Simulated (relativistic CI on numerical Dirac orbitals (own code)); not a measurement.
# What each ingredient does to the levels of Au VII

Base calculation: Dirac-Coulomb-Breit CI, orbitals from a KLI potential per configuration, QED by a radiative potential, unscaled Slater integrals.

Configurations in the expansion (outside the closed core [Kr] 4d10 4f14): 5s²5p⁶5d⁵, 5s²5p⁶5d⁴6s, 5s²5p⁶5d⁴5f, 5s²5p⁶5d⁴6p, 5s²5p⁵5d⁶, 5s²5p⁶5d⁴5g, 5s²5p⁶5d⁴6d, 5s²5p⁶5d⁴7s, 5s²5p⁶5d³6s6p, 5s²5p⁶5d⁴7p, 5s²5p⁶5d⁴6f, 5s²5p⁶5d⁴7d, 5s²5p⁶5d⁴8s, 5s²5p⁶5d³5f6s, 5s²5p⁶5d⁴8p, 5s5p⁶5d⁶, 5s²5p⁶5d⁴7f, 5s²5p⁵5d⁵6s, 5s5p⁶5d⁵5f, 5s²5p⁶5d³5g6p, 5s²5p⁶5d³6s², 5s²5p⁶5d²5f6s², 5s²5p⁶5d²6s²6p, 5s²5p⁶5d²5g6s², 5s²5p⁶5d²6s²6d, 5s²5p⁶5d³6p², 5s²5p⁶5d²6s6p², 5s²5p⁶5d²5f6p², 5s²5p⁶5d²6p³, 5s²5p⁶5d²5g6p², 5s²5p⁶5d²6p²6d. Double excitations out of closed p, d and f shells are left out; levels of such configurations are missing from the list, as are those of other unlisted configurations, and high levels can miss mixing partners.

Variants: (1) valence Slater integrals scaled by 0.9; (2) one mean potential for all configurations; (3) only the first 3 configurations. Shifts of the energy above 5s²5p⁶5d⁵ ⁶S5/2, in cm⁻¹, for the lowest level and the first level of each name with at least 55 % of one term (blank where a level changes its place among those of its configuration and J or its character, or is not in the variant):

```csv
Level,Base,Δ(1),Δ(2),Δ(3)
5s²5p⁶5d⁵ ⁶S5/2,0.0,0.0,0.0,0.0
5s²5p⁶5d⁵ ⁴G7/2,30432.4,-2938.9,-30.5,+248.5
5s²5p⁶5d⁵ ⁴G11/2,32350.1,-2963.2,-53.3,+41.7
5s²5p⁶5d⁵ ⁴G9/2,33900.4,-2842.5,-69.3,+112.3
5s²5p⁶5d⁵ ⁴P1/2,35868.9,-3028.4,-48.8,+671.9
5s²5p⁶5d⁵ ⁴D7/2,40997.5,-3044.9,-93.2,+509.1
5s²5p⁶5d⁵ ⁴D1/2,46862.7,-2965.5,-133.3,+686.4
5s²5p⁶5d⁵ ²I11/2,47493.2,-3667.6,-125.3,-146.6
5s²5p⁶5d⁵ ²I13/2,52486.4,-3850.7,-157.6,-252.0
5s²5p⁶5d⁵ ²G7/2,62414.9,-4630.0,-141.3,+639.2
5s²5p⁶5d⁵ ²S1/2,71106.2,-5453.5,-125.0,+1445.4
5s²5p⁶5d⁵ ²H11/2,73534.3,-4445.7,-263.8,+37.0
5s²5p⁶5d⁵ ²P3/2,101129.4,-8741.6,-123.5,+1489.0
5s²5p⁶5d⁵ ²P1/2,107492.4,-8309.8,-197.4,+1586.5
5s²5p⁶5d⁴6s ⁶D1/2,150378.5,-1439.6,-782.0,-94.2
5s²5p⁶5d⁴6s ⁶D3/2,156543.7,-861.7,-753.4,-256.6
5s²5p⁶5d⁴6s ⁶D5/2,162026.3,-740.9,-736.0,-318.1
5s²5p⁶5d⁴6s ⁶D7/2,166454.1,-910.6,-726.1,-302.9
5s²5p⁶5d⁴6s ⁶D9/2,169826.3,-1343.2,-721.5,-218.3
5s²5p⁶5d⁴6s ⁴D3/2,180147.9,-3138.2,-539.7,+1192.5
5s²5p⁶5d⁴6s ⁴H11/2,191770.8,-3166.7,-701.8,+7.6
5s²5p⁶5d⁴6s ⁴F3/2,192305.1,-3469.7,-672.8,+427.3
```

At this charge configurations can still be misplaced by up to about 7 % of their energy. Terms inside the open d or f shell come out 10 to 20 % too wide with unscaled integrals. Levels and lines within the n = 5 or 6 shells can be off by up to 10 % or somewhat more, and those that change n by about 2 %, since core polarisation is missing.

Ionisation energy from the two ground configurations alone: base 93.57 eV; valence Slater integrals scaled by 0.9 93.26 eV. The NIST ASD value (theoretical) is 94 eV.

LS names give the leading component of a level, which can be under half, so a name can repeat, a term be missing and a line seem to break the LS rules.
